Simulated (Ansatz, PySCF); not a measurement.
Molecule: CH4FSi (charge 0, doublet). It need not be the lowest isomer of its formula. 
Structure (B3LYP-D3(BJ)/def2-TZVP (Ansatz, a quantum-chemistry and plane-wave program) minimum search):
SMILES: C[SiH]F
```xyz
7

Si     0.3470     0.3981     0.1816
C     -1.5124     0.1856     0.1910
F      0.9978    -0.8257    -0.6500
H      0.9121     0.3228     1.5600
H     -1.7727    -0.7925     0.6061
H     -1.9732     0.9581     0.8101
H     -1.9294     0.2559    -0.8142
```
Charge 0, spin multiplicity 2.

Quantity: atomisation energy (electronic, to ground-state atoms), in kJ/mol. Valence correlation only, unless marked. Open shells are spin-unrestricted. No spin-orbit coupling. Non-relativistic. The coupled-cluster limit lacks core correlation, which all-electron functionals hold. Basis-set limits of correlation are two-point, X^-3; Hartree-Fock from the larger set. The bracket is a focal-point correction in the basis named.

```
level                                                                 program  atomisation energy (kJ/mol)  minus last row
-------------------------------------------------------------  --------------  ---------------------------  --------------
BP86/def2-TZVPD                                                         PySCF                       2507.6            41.0
TPSS/def2-TZVPD                                                         PySCF                       2484.6            18.0
B97M-V/def2-TZVPD                                                      Ansatz                       2463.7            -2.9
B3LYP-D3(BJ)/def2-TZVPD                                        Ansatz + dftd3                       2462.6            -4.0
B3LYP-D4/def2-TZVPD                                            Ansatz + dftd4                       2459.8            -6.8
BHLYP-D3(BJ)/def2-TZVPD                                        Ansatz + dftd3                       2407.4           -59.2
TPSSh/def2-TZVPD                                                        PySCF                       2475.3             8.7
HSE06-D4/def2-TZVPD                                            Ansatz + dftd4                       2453.4           -13.2
B2PLYP-D3(BJ)/def2-TZVPD                                       Ansatz + dftd3                       2440.3           -26.3
MP2/6-31G                                                              Ansatz                       2008.1          -458.5
MP2/CBS(cc-pV(T+d)Z,cc-pV(Q+d)Z)                                       Ansatz                       2500.2            33.6
RI-MP2/CBS(aug-cc-pV(T+d)Z,aug-cc-pV(Q+d)Z)                            Ansatz                       2501.8            35.2
CCSD(T) with core electrons (1s frozen past Ne)/cc-pwCVTZ              Ansatz                       2407.7           -58.9
RI-MP2/CBS(cc-pV(T+d)Z,cc-pV(Q+d)Z)+[CCSD(T)-MP2]/cc-pV(D+d)Z          Ansatz                       2466.5            -0.1
CCSD(T)/CBS(cc-pV(T+d)Z,cc-pV(Q+d)Z)                                   Ansatz                       2466.6             0.0
```
